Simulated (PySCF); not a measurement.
TPSS on Nb⁻ (niobium, charge -1), [Kr] 4d4 5s2, high-spin 5D determinant. Computed with PySCF 2.14 in aug-cc-pwCVTZ-DK (11s10p8d4f3g, 136 functions), with scalar relativity by spin-free X2C-1e.

```
cycle= 1 E= -3819.12081270111  delta_E= -0.0268  |g|= 0.0866  |ddm|= 2.82
cycle= 2 E= -3819.12226890552  delta_E= -0.00146  |g|= 0.0493  |ddm|= 0.362
cycle= 3 E= -3819.12254849058  delta_E= -0.00028  |g|= 0.047  |ddm|= 0.424
cycle= 4 E= -3819.12397719767  delta_E= -0.00143  |g|= 0.00628  |ddm|= 0.137
cycle= 5 E= -3819.12410138863  delta_E= -0.000124  |g|= 0.00281  |ddm|= 0.138
cycle= 6 E= -3819.12410971691  delta_E= -8.33e-06  |g|= 0.000411  |ddm|= 0.0189
cycle= 7 E= -3819.12410996242  delta_E= -2.46e-07  |g|= 0.000146  |ddm|= 0.0095
cycle= 8 E= -3819.12411003061  delta_E= -6.82e-08  |g|= 6.6e-05  |ddm|= 0.00329
cycle= 9 E= -3819.12411003524  delta_E= -4.63e-09  |g|= 9.13e-06  |ddm|= 0.000464
cycle= 10 E= -3819.12411003542  delta_E= -1.79e-10  |g|= 2.62e-06  |ddm|= 0.000139
converged SCF energy = -3819.12411003542  <S^2> = 6.069259  2S+1 = 5.0276273
```

Highest occupied orbital energy: 1.347 eV; ⟨L²⟩ = 6.09; populations by l: s 9.99, p 18.00, d 14.01, f 0.00.

Q: Can this result be used?

A: With care. The run converged. ⟨S²⟩ = 6.07 against 6.00 shows spin contamination. At TPSS the highest occupied level has a positive energy, so only the finite basis holds that electron; in a semilocal or global hybrid functional this comes from self-interaction and does not mean that the real anion is unbound.
